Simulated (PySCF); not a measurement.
**Correlation energy of Zn⁺ (zinc, charge +1)**

[Ar] 3d9 4s2, 2D determinant (an excited configuration). All numbers are calculated (PySCF 2.14, the spin-free X2C one-electron Hamiltonian (Gaussian nucleus), in aug-cc-pwCVTZ-DK). Frozen: [Ne]; 19 electrons correlated.

MP2 pair energies summed by pair of shells (mhartree):

```json
{"pair": "3d-3d", "energy": "-362.87", "share (%)": "40.4"}
{"pair": "3p-3d", "energy": "-271.58", "share (%)": "30.2"}
{"pair": "3p-3p", "energy": "-68.54", "share (%)": "7.6"}
{"pair": "3s-3d", "energy": "-58.77", "share (%)": "6.5"}
{"pair": "3d-4s", "energy": "-57.52", "share (%)": "6.4"}
{"pair": "3s-3p", "energy": "-34.95", "share (%)": "3.9"}
{"pair": "4s-4s", "energy": "-26.79", "share (%)": "3.0"}
{"pair": "3p-4s", "energy": "-11.05", "share (%)": "1.2"}
{"pair": "3s-3s", "energy": "-5.07", "share (%)": "0.6"}
{"pair": "3s-4s", "energy": "-1.32", "share (%)": "0.1"}
```

Total MP2 correlation energy: -898.46 mhartree.

Same-spin part -285.38 and opposite-spin part -613.08 mhartree; SCS-MP2 scales them by 1/3 and 6/5 to -830.82 mhartree.
